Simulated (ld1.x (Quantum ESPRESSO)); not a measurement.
Configuration tests for bismuth (Bi) (TM)

bismuth (Bi), norm-conserving Troullier–Martins (Kleinman–Bylander form), made with ld1.x (Quantum ESPRESSO) 7.5 (LDA (PZ), fully relativistic). Core [Xe] 4f14, reference 5d10 6s1 6p4. Waves: 6s (bound): rc 1.90 bohr; 6p (bound): rc 2.00 bohr; 5d (bound): rc 1.65 bohr. Local part: all-electron potential smoothed inside 1.35 bohr (lloc = -2). Core correction: none.

Open shells are filled in proportion to 2j + 1 (rel_dist='average').

Energies are relative to the spin-unpolarised reference configuration 5d10 6s1 6p4; without spin polarisation the order of configurations can differ from experiment. Not all tests gave a result: 3 of 7 tests not solved or not reliable. Left out of the table: 5d10 6s2 6p1 (solver errors, printed error -1.8 eV); 5d10 6s2 6p3.3 (solver errors, printed error -36.9 eV); 5d9 6s2 6p3 (solver errors, printed error -107 eV).

| valence configuration | charge | ΔE all-electron (eV) | error AE − PS (meV) |
| --- | --- | --- | --- |
| 5d10 6s2 6p2 | +1 | -1.637 | +0.1 |
| 5d10 6s0 6p5 | 0 | 10.290 | +40 |

Question: What are ΔE and the potential's error for 5d10 6s2 6p3?

Answer: ΔE = -9.942 eV all-electron; the error (AE − PS) is +17 meV.

Question: What are ΔE and the potential's error for 5d10 6s2 6p2.5?

Answer: ΔE = -6.661 eV all-electron; the error (AE − PS) is +2.9 meV.

Levels in the configuration 5d10 6s2 6p2.5:

```tsv
level	all-electron (eV)	pseudo (eV)
5d j=3/2	-32.769	-32.838
5d j=5/2	-29.747	-29.815
6s j=1/2	-18.379	-18.413
6p j=1/2	-9.699	-9.723
6p j=3/2	-7.540	-7.560
```

Note: ghost state, extra bound levels that the all-electron valence spectrum of the same l lacks: s at -58.8 eV. A true bound ghost makes a file unfit for plane-wave use.
